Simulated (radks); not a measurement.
Coulomb parameter of the 5d shell of the tantalum ion Ta+ in the model configuration [Xe] 4f14 5d3 6s1, as a second difference U = [E(n + 0.5) + E(n - 0.5) - 2 E(n)] / (0.5)^2 with all orbitals relaxed. "Bare": the charge of the atom changes with n. "Screened": the 6s shell takes up the change at fixed total charge, which measures U(5d,5d) + U(6s,6s) - 2 U(5d,6s). Calculated with a radial shooting solver on a logarithmic mesh with Libxc functionals: Dirac Kohn-Sham, BLYP, spin-unpolarised, spherical densities, point nucleus; open shells are shared between the two j in proportion to 2j + 1.

[
 {"case": "start", "configuration": "[Xe] 4f14 5d3 6s1", "E - E(n) (eV)": "0.000"},
 {"case": "bare +0.5", "configuration": "[Xe] 4f14 5d3.5 6s1", "E - E(n) (eV)": "-4.127"},
 {"case": "bare -0.5", "configuration": "[Xe] 4f14 5d2.5 6s1", "E - E(n) (eV)": "6.354"},
 {"case": "screened +0.5", "configuration": "[Xe] 4f14 5d3.5 6s0.5", "E - E(n) (eV)": "0.686"},
 {"case": "screened -0.5", "configuration": "[Xe] 4f14 5d2.5 6s1.5", "E - E(n) (eV)": "-0.516"}
]

U(bare) = 8.908 eV, U(screened by 6s) = 0.678 eV.
